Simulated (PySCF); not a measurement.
Spectrum to structure. Level of theory: PySCF 2.14.0, density-fitted response routines, TDDFT CAM-B3LYP/def2-SVPD, vertical, gas phase, core orbitals frozen in the response. Geometries: GFN2-xTB, one conformer each.

```tsv
state	E (eV)	f
S1	6.01	0.0001
S2	6.35	0.0006
S3	6.43	0.0003
S4	6.52	0.015
S5	6.81	0.014
S6	7.44	0.0034
S7	7.63	0.022
S8	7.80	0.0034
```

Orbital energies (eV): HOMO-3 -10.36, HOMO-2 -10.18, HOMO-1 -10.17, HOMO -9.27, LUMO 0.36, LUMO+1 0.64, LUMO+2 1.22.

**Question.** Which candidate is it?
A. `[SiH3]Nc1coc([SiH3])c1`
B. `[SiH2]([SiH3])C(CF)(CF)F`
C. `C#C[Si@@H](F)N[SiH2]CF`
D. `FC([SiH2][SiH2]N)(F)C#C`
E. `Cc1ccc(C)[nH]1`

**Answer.** C. Its S1 lies at 6.01 eV; the nearest of the others has S1 at 5.72 eV. S1 is HOMO-2→LUMO (57%), HOMO-1→LUMO (19%). Löwdin shares by element: HOMO nitrogen 53%, silicon 19%, hydrogen 8% or more (atoms not listed hold the other 20%); LUMO carbon 50% or more, silicon 18% or more, nitrogen 6% (atoms not listed hold the other 26%). At the same level the other candidates give, for their lowest levels:
- `FCC(F)(CF)[SiH2][SiH3]`: 7.26 eV (f 0.052); 7.59 eV (f 0.038); 7.82 eV (f 0.099); 7.89 eV (f 0.022); 8.18 eV (f 0.008); T1 6.37 eV; HOMO -9.80, LUMO 0.74 eV
- `C#CC(F)(F)[SiH2][SiH2]N`: 5.72 eV (f 0.005); 6.05 eV (f 0.001); 6.46 eV (f 0.042); 6.69 eV (f 0.001); 6.93 eV (f 0.009); T1 5.17 eV; HOMO -8.96, LUMO 0.11 eV
- `[SiH3]Nc1coc([SiH3])c1`: 5.15 eV (f 0.115); 5.18 eV (f 0.014); 5.91 eV (f 0.005); 6.28 eV (f 0.000); 6.34 eV (f 0.059); T1 3.49 eV; HOMO -7.10, LUMO 0.83 eV
- `Cc1ccc(C)[nH]1`: 5.30 eV (f 0.000); 6.05 eV (f 0.001); 6.07 eV (f 0.254); 6.36 eV (f 0.000); 6.67 eV (f 0.002); T1 4.15 eV; HOMO -6.78, LUMO 1.28 eV

The values belong to the conformer `[CH:1]#[C:2][Si@@H:3]([F:4])[NH:5][SiH2:6][CH2:7][F:8]`: C2–Si3–N5–Si6 24°, Si3–N5–Si6–C7 157°, N5–Si6–C7–F8 52°.
Triplets come from the Tamm–Dancoff approximation.

Without π bonds the low states are Rydberg-like; a valence basis with one diffuse set may place them up to an eV too high.
